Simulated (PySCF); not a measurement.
A geometry optimisation, step by step.

Compound: C₂H₆AlAsO.
SMILES with atom numbers: `[CH2:1]=[CH:2][O:3][AlH:4][AsH2:5]` (hydrogens: H6, H7 on C1; H8 on C2; H9 on Al4; H10, H11 on As5)

Computed by this run: PBE0-D3(BJ)/def2-SVP geometry optimisation, gas phase in PySCF 2.14.0; density fitting, grid level 1; the optimiser is geomeTRIC in internal coordinates, started from a GFN2-xTB structure with every atom displaced at random (about 0.01 Å). 14 of its 17 geometries are shown. The frame can shift and turn from step to step; on so coarse a grid that alone can change the energy by a few meV, and forces under 0.02 eV/Å are noise.

Step 0: E = -71629.7282 eV, largest atomic force 2.791 eV/Å
```
atom  x, y, z in Å  |  force x, y, z in eV/Å
C1     -2.551    0.365    0.373   -2.532   1.089   0.437
C2     -1.352    0.838    0.560    2.232   0.245   0.063
O3     -0.252    0.160    0.215    0.425   0.234   0.172
Al4     1.036   -0.838   -0.260   -0.868   0.189   0.112
As5     3.291   -0.251    0.131    0.342   0.322   0.757
H6     -3.432    0.975    0.655    0.439  -0.315  -0.088
H7     -2.731   -0.574   -0.083   -0.131  -1.185  -0.525
H8     -1.135    1.816    1.009   -0.176   0.060   0.034
H9      0.515   -2.100   -0.993    0.034  -0.549  -0.280
H10     3.642   -1.221   -0.948    0.234  -0.495  -0.449
H11     3.005    0.804   -0.911    0.002   0.406  -0.233
```

Step 1: E = -71629.8849 eV, largest atomic force 0.505 eV/Å
```
atom  x, y, z in Å  |  force x, y, z in eV/Å
C1     -2.525    0.350    0.569    0.285  -0.338  -0.005
C2     -1.275    0.800    0.717   -0.248  -0.052  -0.142
O3     -0.181    0.201    0.251   -0.083   0.169   0.053
Al4     0.923   -0.861   -0.467    0.128  -0.253   0.006
As5     3.218   -0.164   -0.114    0.060  -0.129  -0.484
H6     -3.350    0.892    1.021   -0.184   0.125  -0.001
H7     -2.725   -0.599    0.053   -0.033   0.189   0.061
H8     -1.083    1.745    1.244    0.081  -0.016   0.024
H9      0.454   -2.225   -1.164   -0.002   0.224   0.080
H10     3.676   -1.137   -1.226   -0.039   0.214   0.241
H11     2.988    0.965   -1.137    0.033  -0.133   0.168
```

Step 2: E = -71629.9028 eV, largest atomic force 0.214 eV/Å
```
atom  x, y, z in Å  |  force x, y, z in eV/Å
C1     -2.554    0.327    0.567    0.128  -0.143  -0.052
C2     -1.312    0.797    0.726   -0.064   0.196   0.058
O3     -0.186    0.234    0.292    0.033   0.006   0.020
Al4     0.959   -0.809   -0.399   -0.039  -0.155  -0.075
As5     3.302   -0.223   -0.164   -0.009   0.037  -0.022
H6     -3.402    0.884    0.971    0.039  -0.004  -0.011
H7     -2.742   -0.616    0.047   -0.038   0.017  -0.004
H8     -1.143    1.745    1.255   -0.012   0.016   0.017
H9      0.446   -2.132   -1.109   -0.011   0.000   0.013
H10     3.678   -1.172   -1.301   -0.041  -0.004   0.024
H11     3.073    0.932   -1.139    0.012   0.035   0.032
```

Step 4: E = -71629.9102 eV, largest atomic force 0.217 eV/Å
```
atom  x, y, z in Å  |  force x, y, z in eV/Å
C1     -2.523    0.319    0.559   -0.066   0.143   0.046
C2     -1.295    0.817    0.730   -0.051  -0.162  -0.087
O3     -0.172    0.241    0.302    0.155   0.129   0.080
Al4     0.942   -0.835   -0.393   -0.017   0.002  -0.034
As5     3.280   -0.230   -0.164   -0.025   0.003   0.077
H6     -3.384    0.871    0.940    0.010  -0.036   0.001
H7     -2.694   -0.625    0.037    0.003  -0.022  -0.006
H8     -1.134    1.769    1.255   -0.001  -0.011  -0.014
H9      0.407   -2.145   -1.100   -0.018  -0.046   0.005
H10     3.647   -1.160   -1.312    0.017  -0.041  -0.062
H11     3.044    0.946   -1.108   -0.007   0.041  -0.006
```

Step 5: E = -71629.9143 eV, largest atomic force 0.126 eV/Å
```
atom  x, y, z in Å  |  force x, y, z in eV/Å
C1     -2.519    0.324    0.557   -0.005   0.009  -0.014
C2     -1.288    0.816    0.722   -0.028  -0.054  -0.015
O3     -0.159    0.243    0.303    0.057   0.099   0.053
Al4     0.940   -0.846   -0.394   -0.018  -0.021  -0.041
As5     3.276   -0.237   -0.162   -0.007  -0.027   0.003
H6     -3.378    0.876    0.942    0.004   0.004   0.003
H7     -2.696   -0.623    0.040    0.000  -0.012   0.000
H8     -1.129    1.770    1.243   -0.002   0.005  -0.002
H9      0.394   -2.160   -1.092   -0.004  -0.018   0.017
H10     3.644   -1.151   -1.328    0.006   0.009  -0.014
H11     3.035    0.957   -1.085   -0.003   0.006   0.010
```

Step 6: E = -71629.9210 eV, largest atomic force 0.157 eV/Å
```
atom  x, y, z in Å  |  force x, y, z in eV/Å
C1     -2.503    0.324    0.547    0.057  -0.130  -0.069
C2     -1.275    0.823    0.714   -0.004   0.080   0.050
O3     -0.127    0.268    0.322   -0.043   0.063   0.032
Al4     0.932   -0.858   -0.384   -0.034  -0.050  -0.046
As5     3.274   -0.277   -0.173    0.013  -0.050  -0.058
H6     -3.367    0.874    0.919   -0.003   0.033   0.009
H7     -2.672   -0.633    0.045    0.000   0.003   0.002
H8     -1.133    1.786    1.223   -0.003   0.019   0.009
H9      0.345   -2.173   -1.052    0.020   0.009   0.024
H10     3.618   -1.135   -1.392   -0.007   0.049   0.030
H11     3.029    0.969   -1.023    0.002  -0.027   0.018
```

Step 7: E = -71629.9303 eV, largest atomic force 0.270 eV/Å
```
atom  x, y, z in Å  |  force x, y, z in eV/Å
C1     -2.468    0.313    0.526    0.106  -0.229  -0.097
C2     -1.258    0.848    0.711   -0.030   0.174   0.107
O3     -0.078    0.329    0.362   -0.096   0.044  -0.002
Al4     0.913   -0.855   -0.360   -0.049  -0.082  -0.050
As5     3.274   -0.352   -0.199    0.035  -0.056  -0.091
H6     -3.357    0.840    0.871    0.001   0.063   0.010
H7     -2.601   -0.659    0.042    0.001   0.013   0.003
H8     -1.159    1.824    1.204    0.001   0.027   0.016
H9      0.254   -2.161   -0.982    0.045   0.029   0.020
H10     3.558   -1.125   -1.491   -0.017   0.067   0.069
H11     3.042    0.966   -0.938    0.003  -0.051   0.015
```

Step 9: E = -71629.9454 eV, largest atomic force 0.089 eV/Å
```
atom  x, y, z in Å  |  force x, y, z in eV/Å
C1     -2.377    0.262    0.477    0.033  -0.055  -0.004
C2     -1.239    0.919    0.719   -0.051   0.049   0.053
O3      0.004    0.501    0.447   -0.013  -0.002  -0.056
Al4     0.859   -0.787   -0.302   -0.013  -0.027   0.013
As5     3.260   -0.513   -0.250    0.024  -0.010  -0.006
H6     -3.332    0.710    0.753    0.005   0.021  -0.001
H7     -2.387   -0.730    0.014   -0.005   0.009  -0.004
H8     -1.258    1.910    1.192    0.006   0.004  -0.002
H9      0.068   -2.048   -0.851    0.029   0.009  -0.009
H10     3.401   -1.153   -1.630   -0.014   0.012   0.015
H11     3.122    0.895   -0.823    0.000  -0.010   0.001
```

Step 10: E = -71629.9463 eV, largest atomic force 0.040 eV/Å
```
atom  x, y, z in Å  |  force x, y, z in eV/Å
C1     -2.393    0.265    0.484   -0.001   0.019   0.016
C2     -1.249    0.914    0.719    0.009  -0.028   0.002
O3     -0.013    0.482    0.433    0.012   0.017  -0.034
Al4     0.870   -0.791   -0.309   -0.029   0.013   0.024
As5     3.268   -0.494   -0.238    0.007  -0.005   0.019
H6     -3.338    0.728    0.769   -0.007  -0.012  -0.006
H7     -2.418   -0.723    0.016    0.001   0.005  -0.002
H8     -1.254    1.903    1.196    0.005  -0.005  -0.005
H9      0.106   -2.058   -0.877    0.009  -0.006  -0.009
H10     3.421   -1.158   -1.603   -0.007  -0.003  -0.008
H11     3.120    0.899   -0.843    0.002   0.004   0.002
```

Step 11: E = -71629.9467 eV, largest atomic force 0.038 eV/Å
```
atom  x, y, z in Å  |  force x, y, z in eV/Å
C1     -2.393    0.265    0.484   -0.012   0.014   0.007
C2     -1.250    0.917    0.715    0.003  -0.030   0.009
O3     -0.014    0.486    0.426    0.013   0.019  -0.031
Al4     0.869   -0.789   -0.309   -0.013   0.014   0.019
As5     3.268   -0.497   -0.231    0.001  -0.005   0.017
H6     -3.341    0.723    0.768    0.004  -0.001   0.000
H7     -2.414   -0.724    0.017    0.001  -0.005  -0.004
H8     -1.254    1.907    1.189    0.001   0.000  -0.005
H9      0.109   -2.057   -0.883    0.002  -0.007  -0.006
H10     3.418   -1.160   -1.597   -0.002  -0.004  -0.009
H11     3.124    0.897   -0.834    0.001   0.005   0.003
```

Step 12: E = -71629.9472 eV, largest atomic force 0.040 eV/Å
```
atom  x, y, z in Å  |  force x, y, z in eV/Å
C1     -2.393    0.259    0.482   -0.022   0.012  -0.003
C2     -1.256    0.928    0.693    0.015  -0.017   0.026
O3     -0.017    0.507    0.401   -0.001   0.008  -0.023
Al4     0.865   -0.781   -0.311    0.039  -0.005  -0.003
As5     3.267   -0.518   -0.203   -0.014  -0.002  -0.003
H6     -3.344    0.710    0.768    0.001   0.001   0.001
H7     -2.407   -0.734    0.026    0.001  -0.007  -0.001
H8     -1.265    1.923    1.157   -0.015   0.010  -0.006
H9      0.116   -2.048   -0.899   -0.017   0.001   0.003
H10     3.407   -1.165   -1.579    0.010  -0.001   0.002
H11     3.148    0.886   -0.789    0.002   0.001   0.008
```

Step 14: E = -71629.9474 eV, largest atomic force 0.045 eV/Å
```
atom  x, y, z in Å  |  force x, y, z in eV/Å
C1     -2.398    0.252    0.478    0.008  -0.026  -0.007
C2     -1.267    0.941    0.646    0.009   0.024   0.013
O3     -0.027    0.534    0.340   -0.044  -0.007   0.009
Al4     0.861   -0.774   -0.328    0.037  -0.015  -0.014
As5     3.262   -0.551   -0.143   -0.013  -0.002  -0.016
H6     -3.350    0.695    0.773    0.003   0.008   0.000
H7     -2.408   -0.756    0.053    0.000  -0.001   0.000
H8     -1.285    1.950    1.080    0.000   0.005  -0.007
H9      0.116   -2.037   -0.932   -0.013   0.012   0.009
H10     3.429   -1.160   -1.534    0.013   0.005   0.009
H11     3.187    0.872   -0.687    0.000  -0.003   0.004
```

Step 15: E = -71629.9474 eV, largest atomic force 0.032 eV/Å
```
atom  x, y, z in Å  |  force x, y, z in eV/Å
C1     -2.401    0.248    0.478    0.016  -0.025  -0.002
C2     -1.271    0.944    0.631   -0.001   0.022  -0.002
O3     -0.032    0.538    0.320   -0.024  -0.013   0.017
Al4     0.860   -0.772   -0.337    0.007  -0.005  -0.011
As5     3.260   -0.559   -0.125   -0.004   0.000  -0.012
H6     -3.352    0.691    0.775    0.001   0.007   0.000
H7     -2.409   -0.765    0.065    0.000   0.002   0.000
H8     -1.292    1.958    1.052    0.004   0.002  -0.006
H9      0.111   -2.033   -0.943   -0.002   0.008   0.005
H10     3.449   -1.154   -1.518    0.004   0.006   0.010
H11     3.198    0.871   -0.652   -0.001  -0.003   0.001
```

Step 16: E = -71629.9474 eV, largest atomic force under 0.02 eV/Å
```
atom  x, y, z in Å  |  force x, y, z in eV/Å
C1     -2.401    0.244    0.480    0.005  -0.005   0.004
C2     -1.272    0.944    0.624   -0.002   0.008  -0.006
O3     -0.034    0.536    0.314   -0.003  -0.013   0.014
Al4     0.860   -0.775   -0.342   -0.007   0.009  -0.004
As5     3.257   -0.558   -0.119    0.002  -0.002   0.002
H6     -3.352    0.691    0.775    0.000  -0.001  -0.001
H7     -2.410   -0.771    0.074    0.001   0.000   0.001
H8     -1.292    1.961    1.038    0.002   0.002  -0.007
H9      0.107   -2.033   -0.947    0.004   0.001   0.000
H10     3.463   -1.146   -1.512    0.000   0.002   0.000
H11     3.196    0.874   -0.638   -0.002   0.000  -0.002
```

**Question.** Summarise the path.

**Answer.** The energy falls by 0.2192 eV from step 0 to step 16; nine tenths of that is first reached at step 7. It rises by more than 0.2 meV at step 3. The largest force goes from 2.791 to under 0.02 eV/Å. Among the bonds Al4–As5 changes most, from 2.363 to 2.418 Å; the atoms move by 0.326 Å rms after alignment.

**Question.** Follow the three bonds and two angles with the largest change from start to end.

**Answer.** 
```tsv
step	E above end (eV)	largest force (eV/Å)	Al4–As5 (Å)	Al4–H9 (Å)	C1–H7 (Å)	C2–O3–Al4 (°)	O3–Al4–H9 (°)
0	0.2192	2.791	2.363	1.549	1.059	173.9	110.9
1	0.0625	0.505	2.425	1.602	1.098	165.3	121.9
2	0.0447	0.214	2.427	1.586	1.093	164.5	118.5
3	0.0467	0.476	2.426	1.581	1.092	163.7	118.7
4	0.0373	0.217	2.426	1.583	1.092	163.4	119.1
5	0.0331	0.126	2.425	1.585	1.093	162.3	119.3
6	0.0265	0.157	2.423	1.587	1.093	159.1	119.6
7	0.0171	0.270	2.419	1.589	1.094	153.4	119.7
8	0.0063	0.230	2.417	1.590	1.095	146.1	119.8
9	0.0021	0.089	2.417	1.587	1.094	141.7	119.9
10	0.0011	0.040	2.418	1.586	1.094	143.6	120.0
11	0.0008	0.038	2.419	1.585	1.093	143.7	120.2
12	0.0003	0.040	2.419	1.585	1.093	143.3	120.8
13	0.0001	0.048	2.419	1.586	1.094	143.2	120.8
14	0.0001	0.045	2.419	1.586	1.094	143.0	120.8
15	0.0000	0.032	2.418	1.586	1.094	143.2	120.5
16	0.0000	under 0.02	2.418	1.586	1.094	143.3	120.3
```

The cost below is that of the whole optimisation. On one thread of an Arm Neoverse V1, shared host with 32 logical CPUs at a one-minute load of 34, this took 1.8 min of wall time and 0.50 GiB of memory at its peak.
